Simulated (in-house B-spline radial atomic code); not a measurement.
Zr4+: [Ar] 3d10 4s1 4p5 6d1 6f1 (an excited or competing configuration)

Computed with a B-spline radial code for spherical atoms: non-relativistic Hartree-Fock, average of configuration, point nucleus.

Screening seen three ways: the hydrogenic charge with the same mean radius, Z_r = [3n² - l(l+1)]/(2<r>), the one with the same energy, Z_e = n√(-2ε), and Slater's rules.

```csv
shell,electrons,ε (eV),<r> (bohr),Z_r,Z_e,Slater
1s,2,-17783,0.03814,39.33,36.15,39.70
2s,2,-2561.7,0.167,35.94,27.44,35.85
2p,6,-2347.1,0.1437,34.79,26.27,35.85
3s,2,-510.14,0.4665,28.94,18.37,28.75
3p,6,-427.94,0.4638,26.95,16.82,28.75
3d,10,-278.32,0.4479,23.44,13.57,18.85
4s,1,-131.22,1.177,20.39,12.42,12.95
4p,5,-102.86,1.268,18.13,11.00,12.95
6d,1,-16.557,5.882,8.67,6.62,6.00
6f,1,-11.196,7.888,6.09,5.44,5.00
```

The least bound orbital is 6f at -11.2 eV, and it is also the most diffuse (<r> = 7.888 bohr).
